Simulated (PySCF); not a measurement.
Bonds (- single, = double, # triple, : aromatic): C1-C2, C2=C3, C3-Si4, C3-C5, C5=O6, C5-Cl7, C2-C8, C8-C9, C8-C10. C1 carries H11, H12, H13; Si4 carries H14, H15, H16; C8 carries H17; C9 carries H18, H19, H20; C10 carries H21, H22, H23. Stereochemistry as in C/C(=C(\[SiH3])C(=O)Cl)C(C)C.

Fast rotation and ring inversion assumed for equivalent nuclei, in vacuum, single conformer, no relativistic terms. Shielding tensors at PBE0/pcSseg-1 (GIAO); coordinates at the GFN2-xTB level; PySCF 2.14.0 with density-fitted response routines.

δ = σ(ref) − σ, references computed at the same level: TMS for 13C.

Task: Do the 13C shifts follow the atomic charges (in e)? Tabulate both.

Result: 
```
 atoms  hybridisation  δ (ppm)  σ para (ppm)  Hirshfeld    IAO  Mulliken  ESP-fitted
    C5            sp2    182.1          -247      +0.18  +0.37     +0.24       +0.37
    C2            sp2    169.4          -244      +0.05  +0.08     -0.19       +0.18
    C3            sp2    130.7          -208      -0.12  -0.36     -0.37       -0.29
    C8            sp3     41.5          -100      -0.02  -0.10     -0.34       +0.33
C9/C10            sp3     22.0           -83      -0.12  -0.42     -0.20       -0.58
    C1            sp3     18.1           -81      -0.11  -0.42     -0.17       -0.54
```

Correlation coefficients of δ with charge over these carbons: Hirshfeld +0.72, IAO +0.77, Mulliken +0.47, ESP-fitted +0.61; with the paramagnetic shielding -1.00. With so few points, grouped by hybridisation, these coefficients are fragile. Charge is one influence among several: hybridisation and low-lying excitations act through the paramagnetic term.

Carbons that carry Cl, above all several Cl atoms, come out too deshielded, partly because spin–orbit coupling is missing. Shifts are as computed. Against solution values, carbons near 30 ppm lie about +3 ppm off and those near 130 ppm about +5 ppm; carbons on Cl a further +6 ppm. Of 1211 compounds with measured shifts, 218 miss one by over three times the rms of a fit or turn the order of signals round; such compounds aren't used in these exercises.
